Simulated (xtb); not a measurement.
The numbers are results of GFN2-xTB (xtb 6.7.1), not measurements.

```
xtb start.xyz --ohess tight --gfn 2 --chrg 0 --uhf 0 --iterations 400

# start.xyz
13

C      1.378567    -0.217555     0.051175
C     -0.054453    -0.013623    -0.443233
C     -0.711155     1.171988     0.265770
C     -0.851301    -1.257114    -0.153445
O     -1.394426    -1.946994    -0.968125
H      1.388131    -0.409100     1.122317
H      1.969566     0.673686    -0.145424
H      1.843316    -1.059717    -0.456246
H     -0.051819     0.157249    -1.523793
H     -1.728953     1.315623    -0.089405
H     -0.738680     1.005108     1.340722
H     -0.145753     2.080246     0.071807
H     -0.903042    -1.499796     0.927880
```

Output:

```
[...]
         :: -> anisotropic ES          0.002782007218 Eh    ::
         :: -> anisotropic XC          0.007708187029 Eh    ::
         :: -> dispersion             -0.006448677435 Eh    ::
         :: repulsion energy           0.216826804873 Eh    ::
         :: add. restraining           0.000000000000 Eh    ::
         :: total charge              -0.000000000000 e     ::
         :::::::::::::::::::::::::::::::::::::::::::::::::::::

           -------------------------------------------------
          |                Numerical Hessian                |
           -------------------------------------------------
step length          :   0.00500
SCC accuracy         :   0.30000
Hessian scale factor :   1.00000
frozen atoms in %    :   0.00000    0
RMS gradient         :   0.00027
estimated CPU  time      0.00 min
estimated wall time      0.00 min

writing file <hessian>.

 projected vibrational frequencies (cm⁻¹)
eigval :       -0.00    -0.00    -0.00     0.00     0.00     0.00
eigval :       53.18   188.95   215.07   317.18   322.97   355.71
eigval :      547.99   880.30   900.28   952.53   958.32   992.49
eigval :     1127.64  1156.71  1170.20  1286.07  1299.63  1385.42
eigval :     1401.06  1415.64  1488.95  1492.01  1498.79  1502.47
eigval :     1797.55  2743.89  2963.04  3028.69  3033.60  3035.39
eigval :     3040.34  3043.00  3043.66
           -------------------------------------------------
          |                Property Printout                |
           -------------------------------------------------

    * Orbital Energies and Occupations

         #    Occupation            Energy/Eh            Energy/eV
      -------------------------------------------------------------
         1        2.0000           -0.7191158             -19.5681
       ...           ...                  ...                  ...
         3        2.0000           -0.6102609             -16.6060
         4        2.0000           -0.6085592             -16.5597
         5        2.0000           -0.5872093             -15.9788
         6        2.0000           -0.5454799             -14.8433
         7        2.0000           -0.5411905             -14.7265
         8        2.0000           -0.5386192             -14.6566
         9        2.0000           -0.5108836             -13.9019
        10        2.0000           -0.4931017             -13.4180
        11        2.0000           -0.4803119             -13.0700
        12        2.0000           -0.4741571             -12.9025
        13        2.0000           -0.4587839             -12.4841
        14        2.0000           -0.4510919             -12.2748
        15        2.0000           -0.4011766             -10.9166 (HOMO)
        16                         -0.2643505              -7.1933 (LUMO)
        17                          0.0772974               2.1034
        18                          0.0946097               2.5745
        19                          0.1141912               3.1073
        20                          0.1204185               3.2768
        21                          0.1507979               4.1034
        22                          0.1843389               5.0161
        23                          0.1917492               5.2178
        24                          0.2151156               5.8536
        25                          0.2404819               6.5438
        26                          0.2663332               7.2473
       ...                                ...                  ...
        28                          0.6196826              16.8624
      -------------------------------------------------------------
                  HL-Gap            0.1368261 Eh            3.7232 eV
             Fermi-level           -0.3327635 Eh           -9.0550 eV

     #   Z          covCN         q      C6AA      α(0)
     1   6 C        3.758    -0.106    22.583     6.775
     2   6 C        3.850    -0.033    21.122     6.537
     3   6 C        3.758    -0.106    22.583     6.775
     4   6 C        2.767     0.215    23.449     7.930
     5   8 O        0.856    -0.321    20.165     6.021
     6   1 H        0.925     0.044     2.402     2.423
     7   1 H        0.925     0.051     2.308     2.376
     8   1 H        0.925     0.043     2.404     2.425
     9   1 H        0.924     0.058     2.228     2.334
    10   1 H        0.925     0.043     2.404     2.425
    11   1 H        0.925     0.044     2.402     2.423
    12   1 H        0.925     0.051     2.307     2.375
    13   1 H        0.922     0.018     2.771     2.603

 Mol. C6AA /au·bohr⁶  :       1277.423482
 Mol. C8AA /au·bohr⁸  :      27147.420225
 Mol. α(0) /au        :         53.422937

Wiberg/Mayer (AO) data.
largest (>0.10) Wiberg bond orders for each atom

 ---------------------------------------------------------------------------
     #   Z sym  total        # sym  WBO       # sym  WBO       # sym  WBO
 ---------------------------------------------------------------------------
     1   6 C    3.994 --     2 C    0.987     8 H    0.987     6 H    0.986
                             7 H    0.982
     2   6 C    3.994 --     4 C    0.990     1 C    0.987     3 C    0.987
                             9 H    0.966
     3   6 C    3.994 --     2 C    0.987    10 H    0.987    11 H    0.986
                            12 H    0.982
     4   6 C    3.908 --     5 O    1.935     2 C    0.990    13 H    0.929
     5   8 O    2.097 --     4 C    1.935
     6   1 H    0.998 --     1 C    0.986
     7   1 H    0.997 --     1 C    0.982
     8   1 H    0.998 --     1 C    0.987
     9   1 H    0.997 --     2 C    0.966
    10   1 H    0.998 --     3 C    0.987
    11   1 H    0.998 --     3 C    0.986
    12   1 H    0.997 --     3 C    0.982
    13   1 H    1.000 --     4 C    0.929
 ---------------------------------------------------------------------------

Topologies differ in total number of bonds
Writing topology from bond orders to xtbtopo.mol

molecular dipole:
                 x           y           z       tot (Debye)
 q only:        0.572       0.781       0.505
   full:        0.633       0.850       0.655       3.167
molecular quadrupole (traceless):
                xx          xy          yy          xz          yz          zz
 q only:        0.595      -3.673      -1.772      -2.270      -3.089       1.177
  q+dip:        0.003      -4.095      -2.383      -3.164      -4.650       2.380
   full:        0.755      -4.837      -2.289      -3.204      -4.388       1.534

           -------------------------------------------------
          |                Geometry Summary                 |
           -------------------------------------------------

      molecular mass/u    :       72.1058745
   center of mass at/Å    :       -0.3262862      -0.4530620      -0.2439651
  moments of inertia/u·Å² :        0.6482457E+02   0.1345659E+03   0.1777954E+03
rotational constants/cm⁻¹ :        0.2600501E+00   0.1252742E+00   0.9481481E-01

 * 10 selected distances

     #   Z          #   Z                                           value/Å
     1   6 C        2   6 C                                       1.5295667
     2   6 C        3   6 C                                       1.5295805 (max)
     4   6 C        5   8 O                                       1.1977575
     1   6 C        6   1 H                                       1.0881757
     1   6 C        7   1 H                                       1.0873094
     1   6 C        8   1 H                                       1.0875223
     2   6 C        9   1 H                                       1.0939901
     3   6 C       10   1 H                                       1.0875170
     3   6 C       11   1 H                                       1.0881767
     3   6 C       12   1 H                                       1.0873058 (min)

 * 3 distinct bonds (by element types)

   Z      Z             #   av. dist./Å        max./Å        min./Å
   1 H    6 C           7     1.0885710     1.0939901     1.0873058
   6 C    6 C           2     1.5295736     1.5295805     1.5295667
   6 C    8 O           1     1.1977575     1.1977575     1.1977575

           -------------------------------------------------
          |               Frequency Printout                |
           -------------------------------------------------
 projected vibrational frequencies (cm⁻¹)
eigval :       -0.00    -0.00    -0.00     0.00     0.00     0.00
eigval :       53.18   188.95   215.07   317.18   322.97   355.71
eigval :      547.99   880.30   900.28   952.53   958.32   992.49
eigval :     1127.64  1156.71  1170.20  1286.07  1299.63  1385.42
eigval :     1401.06  1415.64  1488.95  1492.01  1498.79  1502.47
eigval :     1797.55  2743.89  2963.04  3028.69  3033.60  3035.39
eigval :     3040.34  3043.00  3043.66
 reduced masses (amu)
   1: 13.77   2: 11.17   3: 10.25   4:  9.60   5: 12.12   6:  9.71   7: 11.12   8:  1.22
   9:  1.67  10:  6.96  11:  8.48  12:  9.24  13: 11.04  14:  6.90  15:  5.60  16:  2.75
  17:  7.03  18:  4.39  19:  8.06  20:  6.51  21:  6.44  22:  5.31  23:  4.42  24:  3.03
  25:  3.06  26:  2.99  27:  1.60  28:  1.55  29:  1.58  30:  1.55  31: 13.44  32:  1.68
  33:  1.76  34:  1.85  35:  1.84  36:  1.94  37:  1.94  38:  1.36  39:  1.38
 IR intensities (km·mol⁻¹)
   1:  1.30   2:  0.29   3:  1.77   4:  0.35   5:  0.40   6:  1.61   7:  5.38   8:  0.12
   9:  0.48  10:  3.19  11:  0.38  12:  7.55  13:  7.46  14: 34.05  15:  0.49  16:  4.04
  17: 25.53  18:  0.18  19:  0.09  20: 11.57  21:  0.82  22:  4.33  23:  0.13  24: 16.91
  25:  3.21  26:  1.03  27:  1.89  28:  0.98  29:  4.94  30:  8.02  31:303.90  32:127.48
Molecule has the following symmetry elements: (sigma)
It seems to be the Cs point group
  33: 24.82  34:  0.05  35: 72.76  36:  5.65  37: 42.91  38: 10.71  39: 34.64
 Raman intensities (Ä⁴*amu⁻¹)
   1:  0.00   2:  0.00   3:  0.00   4:  0.00   5:  0.00   6:  0.00   7:  0.00   8:  0.00
   9:  0.00  10:  0.00  11:  0.00  12:  0.00  13:  0.00  14:  0.00  15:  0.00  16:  0.00
  17:  0.00  18:  0.00  19:  0.00  20:  0.00  21:  0.00  22:  0.00  23:  0.00  24:  0.00
  25:  0.00  26:  0.00  27:  0.00  28:  0.00  29:  0.00  30:  0.00  31:  0.00  32:  0.00
  33:  0.00  34:  0.00  35:  0.00  36:  0.00  37:  0.00  38:  0.00  39:  0.00
 output can be read by thermo (or use thermo option).
 writing <g98.out> molden fake output.
 recommended (thermochemical) frequency scaling factor: 1.0
           -------------------------------------------------
          |             Thermodynamic Functions             |
           -------------------------------------------------

cs  symmetry found (for desy threshold:  0.10E+00) used in thermo

          ...................................................
          :                      SETUP                      :
          :.................................................:
          :  # frequencies                          33      :
          :  # imaginary freq.                       0      :
          :  linear?                             false      :
          :  only rotor calc.                    false      :
          :  symmetry                               cs      :
          :  rotational number                       1      :
          :  scaling factor                  1.0000000      :
          :  rotor cutoff                   50.0000000 cm⁻¹ :
          :  imag. cutoff                  -20.0000000 cm⁻¹ :
          :.................................................:

    mode    ω/cm⁻¹     T·S(HO)/kcal·mol⁻¹    T·S(FR)/kcal·mol⁻¹   T·S(vib)
   ------------------------------------------------------------------------
       1     53.18    -1.39993 ( 56.14%)    -1.03752 ( 43.86%)    -1.24098
       2    188.95    -0.66729 ( 99.51%)    -0.66250 (  0.49%)    -0.66726
       3    215.07    -0.59636 ( 99.71%)    -0.62416 (  0.29%)    -0.59644
   ------------------------------------------------------------------------

   temp. (K)  partition function   enthalpy   heat capacity  entropy
                                   cal/mol     cal/K/mol   cal/K/mol   J/K/mol
 298.15  VIB   26.2                 2288.398     15.128     13.635
         ROT  0.951E+05              888.752      2.981     25.761
         INT  0.249E+07             3177.150     18.109     39.396
         TR   0.592E+27             1481.254      4.968     38.726
         TOT                        4658.4040    23.0775    78.1213   326.8594

       T/K    H(0)-H(T)+PV         H(T)/Eh          T*S/Eh         G(T)/Eh
   ------------------------------------------------------------------------
    298.15    0.742364E-02    0.118231E+00    0.371179E-01    0.811128E-01
   ------------------------------------------------------------------------

         :::::::::::::::::::::::::::::::::::::::::::::::::::::
         ::                  THERMODYNAMIC                  ::
         :::::::::::::::::::::::::::::::::::::::::::::::::::::
         :: total free energy         -16.605431876307 Eh   ::
         ::.................................................::
         :: total energy              -16.686544680226 Eh   ::
         :: zero point energy           0.110807101276 Eh   ::
         :: G(RRHO) w/o ZPVE           -0.029694297358 Eh   ::
         :: G(RRHO) contrib.            0.081112803919 Eh   ::
         :::::::::::::::::::::::::::::::::::::::::::::::::::::

optimized geometry written to: xtbopt.xyz

           -------------------------------------------------
          | TOTAL ENERGY              -16.686544680226 Eh   |
          | TOTAL ENTHALPY            -16.568313939650 Eh   |
          | TOTAL FREE ENERGY         -16.605431876307 Eh   |
          | GRADIENT NORM               0.000267640161 Eh/α |
          | HOMO-LUMO GAP               3.723228320860 eV   |
           -------------------------------------------------

------------------------------------------------------------------------
```

Cost: roughly 0.21 core-seconds.
